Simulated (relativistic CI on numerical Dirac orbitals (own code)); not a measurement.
## What each ingredient does to the levels of Hg13+

Base calculation: Dirac-Coulomb-Breit CI, KLI orbitals optimised for each configuration, model QED (radiative potential, 1s self-energy scaled to tabulated hydrogen-like ionisation energies), unscaled Slater integrals.

Configuration list (outside the closed core [Kr] 4d10): 4f14.5s2.5p5, 4f14.5s.5p6, 4f14.5s2.5p4.5d, 4f13.5s2.5p6, 4f14.5s.5p5.5d, 4f14.5s2.5p4.5f, 4f14.5s2.5p4.5g, 4f14.5s2.5p4.6s, 4f14.5s.5p5.5f, 4f13.5s2.5p5.5d, 4f14.5p6.5d, 4f14.5p5.5d2, 4f14.5p4.5d3, 4f13.5p6.5d2, 4f14.5p4.5d2.5f, 4f14.5p4.5d2.5g. Double excitations out of closed p, d and f shells are left out; levels of such configurations are missing from the list, as are those of other unlisted configurations, and high levels can miss mixing partners. Some configurations lack a partner that the ground configuration has and come out too high, among them 4f14.5s2.5p4.6s, 4f13.5s2.5p5.5d.

Variants: (1) QED terms removed. Shifts of the energy above 4f14.5s2.5p5 2P°_3/2, in cm⁻¹, for the lowest level and the first level of each name with at least 55 % of one term (blank where a level changes its place among those of its configuration and J or its character, or is not in the variant):

| Level | Base | Δ(1) |
| --- | --- | --- |
| 4f14.5s2.5p5 2P°_3/2 | 0 | 0 |
| 4f14.5s2.5p5 2P°_1/2 | 178819 | -131 |
| 4f13.5s2.5p6 2F°_7/2 | 465043 | -716 |
| 4f13.5s2.5p6 2F°_5/2 | 497989 | -841 |
| 4f14.5s2.5p4.5d 2P_1/2 | 503934 | +581 |
| 4f14.5s2.5p4.5d 4F_9/2 | 521239 | +290 |
| 4f14.5s2.5p4.5d 2D_3/2 | 529584 | +361 |
| 4f14.5s2.5p4.5d 4D_1/2 | 649532 | +225 |
| 4f14.5s2.5p4.5d 2G_9/2 | 710741 | +154 |
| 4f14.5s2.5p4.6s 4P_5/2 | 915698 | -709 |
| 4f14.5s2.5p4.6s 2P_3/2 | 924946 | -700 |
| 4f14.5s2.5p4.6s 2S_1/2 | 953052 | -710 |
| 4f13.5s2.5p5.5d 4F_9/2 | 978474 | -349 |
| 4f13.5s2.5p5.5d 4G_5/2 | 982243 | -466 |
| 4f13.5s2.5p5.5d 4I_15/2 | 986450 | -416 |
| 4f13.5s2.5p5.5d 4H_13/2 | 990901 | -414 |

At this charge transitions that keep the count of f electrons are usually good to a few per cent. Levels and lines within the n = 5 or 6 shells can be off by up to 10 % or somewhat more, and those that change n by about 2 %, since core polarisation is missing. Levels that differ in their count of f electrons can be misplaced by several ten thousand cm⁻¹, since the correlation energy of f electrons is missing or only estimated; rates across such gaps can be off by orders of magnitude.

Ionisation energy from one configuration of each of the two ions, the ground ones as tabulated or assumed: base 297.087 eV. The NIST ASD value (theoretical) is 307 ± 15 eV.

LS names give the leading component of a level, which can be under half, so a name can repeat, a term be missing and a line seem to break the LS rules.
